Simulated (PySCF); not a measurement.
HClSi, charge +1, doublet, at a GFN2-xTB geometry (a state made from the parent by changing its charge; the spin is typed, not shown lowest); MP2/def2-SV(P) (PySCF).

Here is a job for PySCF.
```python
from pyscf import gto, scf, mp

mol = gto.Mole()
mol.atom = '''
    Si    0.861351   -0.219520    0.442743
    H     2.208714   -0.511862   -0.052597
    Cl   -0.839272    0.210890   -0.361518
'''
mol.basis = 'def2-sv(p)'
mol.charge = 1
mol.spin = 1
mol.verbose = 4
mol.build()

mf = scf.UHF(mol)
mf.kernel()

pt = mp.MP2(mf)
pt.kernel()
print('E(MP2) = %.10f' % pt.e_tot)
```

Output, abridged:

```
PySCF version 2.14.0

[INPUT] verbose = 4
[INPUT] num. atoms = 3
[INPUT] num. electrons = 31
[INPUT] charge = 1
[INPUT] spin (= nelec alpha-beta = 2S) = 1
[INPUT] symmetry False subgroup None
[INPUT] Mole.unit = angstrom
[INPUT] Symbol           X                Y                Z      unit          X                Y                Z       unit  Magmom
[INPUT]  1 Si     0.861351000000  -0.219520000000   0.442743000000 AA    1.627717487120  -0.414832678865   0.836663013568 Bohr   0.0
[INPUT]  2 H      2.208714000000  -0.511862000000  -0.052597000000 AA    4.173864547493  -0.967278993572  -0.099393924974 Bohr   0.0
[INPUT]  3 Cl    -0.839272000000   0.210890000000  -0.361518000000 AA   -1.585994224016   0.398524342410  -0.683170009101 Bohr   0.0

nuclear repulsion = 73.1770810861835
number of shells = 18
number of NR pGTOs = 76
number of NR cGTOs = 38
basis = def2-sv(p)
ecp = {}

******** <class 'pyscf.scf.uhf.UHF'> ********
method = UHF
initial guess = minao
damping factor = 0
level_shift factor = 0
DIIS = <class 'pyscf.scf.diis.CDIIS'>
diis_start_cycle = 1
diis_space = 8
diis_damp = 0
SCF conv_tol = 1e-09
SCF conv_tol_grad = None
SCF max_cycles = 50
direct_scf = True
direct_scf_tol = 1e-13
number electrons alpha = 16  beta = 15
Set gradient conv threshold to 3.16228e-05
init E= -748.815164454239

cycle= 1 E= -748.384480092813  delta_E= 0.431  |g|= 0.273  |ddm|= 1.35
cycle= 2 E= -748.446029248609  delta_E= -0.0615  |g|= 0.105  |ddm|= 0.622
cycle= 3 E= -748.45415289787  delta_E= -0.00812  |g|= 0.0307  |ddm|= 0.163
cycle= 4 E= -748.455400750492  delta_E= -0.00125  |g|= 0.0103  |ddm|= 0.074
cycle= 5 E= -748.455633709869  delta_E= -0.000233  |g|= 0.00413  |ddm|= 0.0347
cycle= 6 E= -748.45568038023  delta_E= -4.67e-05  |g|= 0.00191  |ddm|= 0.0151
cycle= 7 E= -748.455691915025  delta_E= -1.15e-05  |g|= 0.000708  |ddm|= 0.00822
cycle= 8 E= -748.45569344976  delta_E= -1.53e-06  |g|= 0.000266  |ddm|= 0.00316
cycle= 9 E= -748.455693673203  delta_E= -2.23e-07  |g|= 8.33e-05  |ddm|= 0.00124
cycle= 10 E= -748.455693694948  delta_E= -2.17e-08  |g|= 2.5e-05  |ddm|= 0.000393
cycle= 11 E= -748.455693696537  delta_E= -1.59e-09  |g|= 9.01e-06  |ddm|= 0.000101
cycle= 12 E= -748.45569369672  delta_E= -1.83e-10  |g|= 3.41e-06  |ddm|= 3.26e-05
Extra cycle  E= -748.455693696738  delta_E= -1.86e-11  |g|= 2.05e-06  |ddm|= 6.21e-06
converged SCF energy = -748.455693696738  <S^2> = 0.75814578  2S+1 = 2.0081293

******** <class 'pyscf.mp.ump2.UMP2'> ********
nocc = (np.int64(16), np.int64(15)), nmo = (38, 38)
E(UMP2) = -748.659767979028  E_corr = -0.204074282289393
E(SCS-UMP2) = -748.655584036106  E_corr = -0.199890339367671
E_corr(same-spin) = -0.0519216915918473
E_corr(oppo-spin) = -0.152152590697546
E(MP2) = -748.6597679790
```
